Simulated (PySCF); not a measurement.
PySCF input:

```python
from pyscf import gto, scf, dft

mol = gto.M(
    atom='''
    Si   -0.02157484    0.00592806    0.01518771
    O    -0.58324766   -1.45780421    0.53314996
    N    -1.22147264    1.26719952   -0.05883350
    N     1.15788753    0.67080087    1.04512113
    N     0.57457046   -0.36281708   -1.54546164
    H    -0.84240440   -1.51491841    1.45573632
    H    -2.12347604    0.95427118   -0.42226862
    H     2.02518689    0.22139256    1.28296021
    H     1.11220952    1.63461219    1.32806744
    H     1.08082119    0.32056269   -2.08379637
    H     0.13879436   -1.06276272   -2.12430848
    ''',
    basis='def2-tzvpd',
    charge=0,
    spin=1,
    verbose=4,
)

mf = scf.UHF(mol).density_fit(auxbasis='def2-universal-jkfit')
mf.conv_tol = 1e-9
mf.max_cycle = 100
mf.max_memory = 1500
mf.kernel()
if not mf.converged:
    mf = mf.newton()
    mf.kernel(mf.make_rdm1())
for _ in range(2):
    mo, _, stable, _ = mf.stability(return_status=True)
    if stable:
        break
    mf.kernel(mf.make_rdm1(mo, mf.mo_occ))
mf.analyze()
```

Question: Which total energy does the run end on?

Answer: -530.87161 Eh (HF/def2-TZVPD).

It need not be the lowest isomer of its formula.
